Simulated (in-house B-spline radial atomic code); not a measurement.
Radial electron density of the chromium ion Cr⁴⁺, [Ar] 3d2. Level of theory: scalar-relativistic (X2C) HSE06, spin-polarised, spherical fractional occupations, exact exchange averaged over the configuration, Fermi nucleus of rms radius 3.6452 fm; calculated with an all-electron radial atomic-structure program (B-spline basis).

Columns: r (bohr), 4πr²n(r) (electrons per bohr), bar.

```
 0.00242   0.7674 #
 0.00289     1.05 #
 0.00346    1.438 ##
 0.00413     1.95 ###
 0.00493     2.63 ####
 0.00589    3.526 #####
 0.00704    4.693 #######
 0.00841    6.178 #########
    0.01    7.982 ###########
   0.012     10.3 ##############
  0.0143    12.94 ##################
  0.0171       16 ######################
  0.0205    19.34 ###########################
  0.0244    22.55 ###############################
  0.0292    25.52 ####################################
  0.0349    27.71 #######################################
  0.0416    28.74 ########################################
  0.0497    28.43 ########################################
  0.0594    26.83 #####################################
   0.071    24.54 ##################################
  0.0848    22.57 ###############################
   0.101       22 ###############################
   0.121    23.52 #################################
   0.145    26.82 #####################################
   0.173    30.19 ##########################################
   0.206    31.56 ############################################
   0.246    29.35 #########################################
   0.294    23.65 #################################
   0.352    16.63 #######################
    0.42     11.5 ################
   0.502    9.886 ##############
     0.6    11.11 ###############
   0.716    12.61 ##################
   0.856    12.18 #################
    1.02    9.579 #############
    1.22    6.003 ########
    1.46    2.982 ####
    1.74    1.196 ##
    2.08   0.3735 #
    2.49   0.0905 
    2.97  0.01731 
    3.55 0.002387
```

On this grid the curve has 3 maxima, near 0.0416, 0.206, 0.716 bohr.

The 3p up radial function P(r) = rR(r), positive near the nucleus:

```csv
r (bohr),P
0.00289,0.001524
0.00413,0.002964
0.00589,0.005741
0.00841,0.0111
0.012,0.02123
0.0171,0.03993
0.0244,0.07357
0.0349,0.1315
0.0497,0.222
0.071,0.3498
0.101,0.4925
0.145,0.5892
0.206,0.5186
0.294,0.1701
0.42,-0.425
0.6,-0.9808
0.856,-1.118
1.22,-0.7818
1.74,-0.3258
2.49,-0.06949
3.55,-0.006073
```
